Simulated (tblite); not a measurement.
All values are computed: GFN2-xTB (tblite) harmonic vibrations without scaling, gas phase. Against measured fundamentals such values can be off by several per cent, at times by over 20. Modes of hydrogen on silicon can be 10 to 20 % off. One conformer each. Thermal functions are those of the rigid rotor and harmonic oscillator, without mixing of conformers.

Question: Order these by their ideal-gas entropy at 298.15 K and 1 bar, highest first (cal/(mol K)).
A. `O=CNC1=C[SiH2]CC1`
B. `N1(N([SiH3])CCC1)C`
C. `FC1C[C@@H](C#C)[S@](=O)C=1F`
D. `C/C=P\C(F)(F)F`

Answer: C (98.6), A (92.7), B (90.8), D (89.7).

| SMILES | atoms | mass (u) | symmetry number | modes under 300 cm⁻¹ | ZPE (kcal/mol) | S translation (cal/(mol K)) | S rotation | S vibration | S | Cp |
| --- | --- | --- | --- | --- | --- | --- | --- | --- | --- | --- |
| C#C[C@@H]1CC(F)=C(F)[S@]1=O | 14 | 162.00 | 1 | 7 | 52.6 | 41.2 | 29.9 | 27.5 | 98.6 | 37.7 |
| O=CNC1=C[SiH2]CC1 | 17 | 127.05 | 1 | 5 | 80.7 | 40.5 | 28.8 | 23.4 | 92.7 | 35.2 |
| CN1CCCN1[SiH3] | 19 | 116.08 | 1 | 6 | 97.8 | 40.2 | 28.0 | 22.6 | 90.8 | 34.7 |
| C/C=P\C(F)(F)F | 11 | 128.00 | 1 | 6 | 41.7 | 40.5 | 28.1 | 21.2 | 89.7 | 29.1 |

Entropies and Cp are for 298.15 K and 1 bar.
